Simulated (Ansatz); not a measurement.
Program: Ansatz. Geometries: PBE0-D4/def2-TZVP. ΔE: electronic, gas phase. CBS: MP2 limit from def2 TZ/QZ plus the TZ coupled-cluster correction, frozen cores. This one scheme is used for every species. DFT in def2-TZVPP. One conformer a species, not always the lowest.

Consider the ligand exchange at the Si–C bond: `N[SiH2]CCl` + `N[SiH](O)O` → `N[SiH2]O[SiH](N)O` + `CCl`.

`N[SiH2]CCl`:

```xyz
10

N     0.631    0.361   -1.542
Si   -0.622    0.214   -0.387
C    -0.057   -0.266    1.350
Cl    0.829   -1.819    1.256
H     1.175   -0.446   -1.801
H     1.182    1.203   -1.591
H    -1.571   -0.839   -0.824
H    -1.294    1.537   -0.281
H     0.623    0.466    1.787
H    -0.896   -0.410    2.032
```

`N[SiH](O)O`:

Z-matrix (Å, degrees):
```
Si
O 1 1.639
O 1 1.639 2 116.1
N 1 1.714 2 107.1 3 -119.6
H 1 1.475 2 104.4 3 114.2
H 2 0.959 1 117.1 3 74.9
H 3 0.959 1 117.0 2 -75.2
H 4 1.008 1 119.6 2 171.6
H 4 1.008 1 119.6 2 -46.2
```

`N[SiH2]O[SiH](N)O`:

Z-matrix (Å, degrees):
```
Si
O 1 1.637
N 1 1.728 2 109.6
H 1 1.486 2 107.2 3 123.1
H 1 1.483 2 110.3 3 -116.6
Si 2 1.641 1 128.9 3 -8.2
H 3 1.009 1 118.8 2 81.2
H 3 1.008 1 118.2 2 -139.8
N 6 1.718 2 105.7 1 -67.9
O 6 1.634 2 112.6 1 50.3
H 6 1.477 2 107.5 1 167.3
H 9 1.009 6 118.3 2 167.9
H 9 1.009 6 119.1 2 -53.2
H 10 0.966 6 111.4 2 -46.1
```

`CCl`:

```xyz
5

C    -0.018    0.069    0.127
Cl    0.203   -0.767   -1.420
H    -0.567   -0.585    0.801
H    -0.578    0.984   -0.049
H     0.961    0.299    0.541
```

| level | ΔE (kcal/mol) |
| --- | --- |
| PBE0-D4 | -30.4 |
| ωB97M-V | -31.7 |
| CCSD/def2-TZVPP | -32.3 |
| HF/CBS(def2) | -34.7 |

Problem. What does CCSD(T)/CBS give? (An estimate is asked.)

Solution. Computed: -31.5 kcal/mol. The listed levels differ from it by 1.1, -0.2, -0.8, -3.2 kcal/mol.

Largest T1 diagnostic among the species: 0.011.

In def2-TZVPP, CCSD(T) changes the Hartree–Fock value by +2.4 kcal/mol (the triples alone add +0.2 kcal/mol) and MP2 by +2.3 kcal/mol. The D4 term adds −1.5 kcal/mol with B3LYP and −0.9 kcal/mol with PBE0; it sums over pairs of atoms, weighted by their polarisabilities, and B3LYP, whose exchange is more repulsive, gets the larger term.

B3LYP here is the variant with VWN-RPA as its local correlation; programs differ in this.
